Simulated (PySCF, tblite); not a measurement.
C5H14OP2.
Numbering: `[CH3:1][C:2]([CH3:3])([CH3:4])[P@:5]([CH3:6])(=[O:7])[PH2:8]` (hydrogens: H9, H10, H11 on C1; H12, H13, H14 on C3; H15, H16, H17 on C4; H18, H19, H20 on C6; H21, H22 on P8)

The geometry is computed with GFN2-xTB (gas phase).

(1) List the bond lengths, angles and torsions at this level.

Answers

(1) 
```csv
bond,length (Å),order
"C1–C2, C2–C3, C2–C4",1.522,single
C2–P5,1.869,single
P5–C6,1.841,single
P5=O7,1.472,double
P5–P8,2.201,single
C1–H9 and 8 like bonds,1.090,single
"C6–H18, C6–H19, C6–H20",1.088,single
"P8–H21, P8–H22",1.391,single
```

Bonds in one row agree within 0.01 Å and their mean is given. Orders are formal, as drawn. A selection of angles:
```csv
angle,degrees
C1–C2–C3,110.9
C1–C2–P5,105.0
C3–C2–P5,110.7
C4–C2–P5,107.4
C2–P5–C6,107.4
C2–P5–O7,113.7
C2–P5–P8,105.0
C6–P5–O7,112.3
C6–P5–P8,104.6
O7–P5–P8,113.1
```

Dihedral angles: C1–C2–P5–C6 -171° (antiperiplanar).

All 3 C–C bonds measure 1.520 to 1.524 Å. Of the pairs four or more bonds apart, P8···H9 is among the closest relative to their van der Waals radii: 2.82 Å, 94 % of the sum of Bondi's values. P8 (three-coordinate phosphorus) is pyramidal (angles 91.7°, 90.1° and 89.3°, sum 271.0°, 0.89 Å off the plane of its three neighbours). The C–P distances run from 1.841 Å (P5–C6, drawn single) to 1.869 Å (C2–P5, drawn single), a spread of 0.028 Å. P5 (phosphoryl phosphorus) is distorted tetrahedral (angles from 104.6° to 113.7°).

Point group: C1 (no symmetry element, even within 0.4 Å). Its GFN2-xTB frequencies are all real (lowest 56 cm⁻¹). One conformer, not necessarily the lowest (C2–P5–P8–H -170° and 98°).
